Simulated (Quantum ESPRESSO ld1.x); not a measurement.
Task: Nb35+, configuration [He] 2s2 2p2. All-electron calculation, non-relativistic Kohn-Sham, LDA (Slater exchange, Perdew-Wang correlation), spin-polarised, spherical densities, point nucleus; open shells are filled with parallel spins first; relativity is left out, which matters for an element this heavy. Program: ld1.x of Quantum ESPRESSO 7.5. Some entries of the table are withheld. Estimate them.

| orbital | occ. | eigenvalue (hartree) | r(max) (bohr) |
|---|---|---|---|
| 1s up | 1 | -770.605 | 0.02460 |
| 1s down | 1 | -769.795 | 0.02459 |
| 2s up | 1 | -174.535 | 0.1332 |
| 2s down | 1 | -173.293 | 0.1335 |
| 2p up | 2 | -170.269 | 0.1036 |
| 2p down | 0 | -168.730 | 0.1039 |
| 3s up | 0 | (1) | 0.3430 |
| 3s down | 0 | (2) | 0.3443 |
| 3p up | 0 | -72.4692 | 0.3202 |
| 3p down | 0 | -72.1060 | 0.3217 |
| 3d up | 0 | -70.8602 | 0.2448 |
| 3d down | 0 | -70.3850 | 0.2467 |

Result: 
(1) 3s up eigenvalue (hartree): -73.8857
(2) 3s down eigenvalue (hartree): -73.5795
